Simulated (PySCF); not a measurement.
H$_{3}$Ga, singlet, geometry from GFN2-xTB (such geometries of metal compounds can be far from the true shape).

Input for PySCF:
```python
from pyscf import gto, scf, dft

mol = gto.Mole()
mol.atom = '''
    Ga    0.00000000   -0.00000000    0.00000000
    H     0.66218224   -0.42756453    1.35383279
    H    -0.30059287    1.51137788   -0.28202977
    H    -0.36158937   -1.08381336   -1.07180302
'''
mol.basis = '6-31g*'
mol.verbose = 4
mol.build()

mf = dft.RKS(mol)
mf.xc = 'r2scan'
mf.kernel()
```

What does this run give for the total energy, HOMO energy, HOMO-LUMO gap, Mulliken (on the basis functions themselves) charges in atom order?


The total energy comes out as -1926.3159 Eh and the HOMO energy comes out as -7.70 eV. The HOMO-LUMO gap is 5.39 eV and the Mulliken (on the basis functions themselves) charges in atom order is Ga1 -0.11, H2 0.04, H3 0.04, H4 0.04.
